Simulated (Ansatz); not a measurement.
nido-B5H9 (Br for H, site b on B) (B₅H₈Br), 14 atoms. Hardware: 4 threads of Intel Xeon on a shared host.

Correlated methods freeze 14 core orbitals; core or outer-core shells of Br are correlated, in sets that lack core-valence functions.

Q: How many basis functions does each of these Ansatz runs have, and roughly what does it cost? PBE0-D4/def2-SVP, charge 0 singlet, energy, from earlier orbitals; HF/STO-3G, charge 0 singlet, energy; PBE-D4/def2-TZVP, charge 0 singlet, energy and forces, from earlier orbitals; CCSD(T)/def2-SVP, charge 0 singlet, energy, from earlier orbitals; PBE-D4/def2-SVP, charge 0 singlet, relaxation, 4 steps; B3LYP-D4/def2-TZVP, charge 0 singlet, energy, from earlier orbitals; r2SCAN-D4/def2-TZVP, charge 0 singlet, energy, from earlier orbitals; PBE-D4/def2-SVP, charge 0 singlet, energy, from earlier orbitals; MP2/def2-TZVP, charge 0 singlet, energy, from earlier orbitals; BHLYP-D4/def2-TZVP, charge 0 singlet, energy, from earlier orbitals; PBE0-D4/def2-TZVP, charge 0 singlet, energy, from earlier orbitals; B2PLYP/def2-TZVP, charge 0 singlet, energy, from earlier orbitals.

A: Other jobs shared the machine, so times can vary by a factor of up to 3. A dash marks memory too small to be measured apart from the calling script's.

| run | functions | fitting or Cholesky vectors | wall time | peak host memory (GiB) |
| --- | --- | --- | --- | --- |
| HF/STO-3G, charge 0 singlet, energy | 51 | 629 | 0.25 s | – |
| PBE-D4/def2-SVP, charge 0 singlet, energy, from earlier orbitals | 142 | 1579 | 1.6 s | – |
| PBE0-D4/def2-SVP, charge 0 singlet, energy, from earlier orbitals | 142 | 1629 | 1.9 s | – |
| PBE-D4/def2-TZVP, charge 0 singlet, energy and forces, from earlier orbitals | 251 | 1573 | 3.5 s | – |
| BHLYP-D4/def2-TZVP, charge 0 singlet, energy, from earlier orbitals | 251 | 1852 | 3.9 s | 0.86 |
| B3LYP-D4/def2-TZVP, charge 0 singlet, energy, from earlier orbitals | 251 | 1610 | 3.9 s | 0.8 |
| PBE0-D4/def2-TZVP, charge 0 singlet, energy, from earlier orbitals | 251 | 1610 | 4.2 s | 0.81 |
| MP2/def2-TZVP, charge 0 singlet, energy, from earlier orbitals | 251 | 1677 | 4.3 s | 0.75 |
| PBE-D4/def2-SVP, charge 0 singlet, relaxation, 4 steps | 142 | 1579 | 5 s | – |
| r2SCAN-D4/def2-TZVP, charge 0 singlet, energy, from earlier orbitals | 251 | 1573 | 5.5 s | – |
| B2PLYP/def2-TZVP, charge 0 singlet, energy, from earlier orbitals | 251 | 1677 | 7 s | 0.81 |
| CCSD(T)/def2-SVP, charge 0 singlet, energy, from earlier orbitals | 142 | 1431 | 15 s | 1.1 |
